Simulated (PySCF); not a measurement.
H₅BrSi₂, SMILES [SiH3][SiH2]Br, singlet (CAM-B3LYP/def2-SVP optimised geometry):

```
8

Si     1.267    -0.364     0.000
Si    -1.075    -0.364     0.000
Br    -1.772     1.766     0.000
H      1.772    -1.766     0.005
H      1.760     0.341     1.213
H      1.760     0.333    -1.218
H     -1.631    -1.027    -1.209
H     -1.631    -1.027     1.209
```

Level of theory: PySCF with CAM-B3LYP/def2-TZVP.

### Question
What are the frontier orbital energies and the dipole moment?

### Answer
HOMO-2 -10.77 eV, HOMO-1 -9.75 eV, HOMO -9.27 eV, LUMO 0.29 eV, LUMO+1 1.15 eV; dipole moment 1.52 D.

On the same geometry PBE/def2-TZVP run with PySCF gives HOMO-2 -8.16 eV, HOMO-1 -7.17 eV, HOMO -6.83 eV, LUMO -1.65 eV, LUMO+1 -0.79 eV; dipole moment 1.31 D.

Meta-Löwdin charges at CAM-B3LYP/def2-TZVP: Si1 0.25, Si2 0.43, Br3 -0.28, H4 -0.08, H5 -0.08, H6 -0.08, H7 -0.08, H8 -0.08.
